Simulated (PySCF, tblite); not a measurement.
Species: C6H9FOSi.
SMILES: `C1O[Si@@H](C#CC)[C@@H](C1)F`

Jobs on this species (18 atoms, 76 electrons) with PySCF (density fitting) and tblite. Hardware of each: an AMD EPYC 7R43 with one thread, shared host. Times come from a shared host and carry two figures at best.

```tsv
level and settings	work	basis functions	SCF cycles	wall time
B3LYP/def2-SVPD, IEF-PCM acetone	6 singlets by full TDDFT, polarisability	262	?	?
GFN2-xTB	L-BFGS relaxation	–	–	0.53 s
delta-SCF UKS SCAN, pcX-2 on the ionised atom, pcseg-1 elsewhere, spin-free X2C	ΔSCF core ionisation, 10 holes	217	?	?
PBE0/pcSseg-1, IEF-PCM acetone	shieldings, ring-centre shieldings, charges and field gradients	205	14	35 s
GFN2-xTB	Hessian by finite differences	–	–	1.1 s
HF/pcSseg-1	shieldings, ring-centre shieldings	205	13	17 s
PBE0-D3(BJ)/def2-SVP, grid level 1	geometry optimisation from a GFN2-xTB start shaken at random	175	65	2.1 min
B3LYP/def2-SVPD	10 singlets by full TDDFT, 4 Tamm–Dancoff triplets, polarisability, dynamic polarisability, ΔSCF ions, density and orbital grids written	262	15	5.4 min
PBE0/pcSseg-1	shieldings, ring-centre shieldings, charges and field gradients, density and orbital grids written	205	14	41 s
```

Problem. Fill in the missing figures.

Solution. 
- B3LYP/def2-SVPD, IEF-PCM acetone; 6 singlets by full TDDFT, polarisability: 46 s, 15 SCF cycles
- delta-SCF UKS SCAN, pcX-2 on the ionised atom, pcseg-1 elsewhere, spin-free X2C; ΔSCF core ionisation, 10 holes: 2.6 min, 188 SCF cycles

Problem. What do all jobs in the table cost together?

Solution. About 12 min; the longest takes about 43 % of that, and about 610 times as long as the shortest.
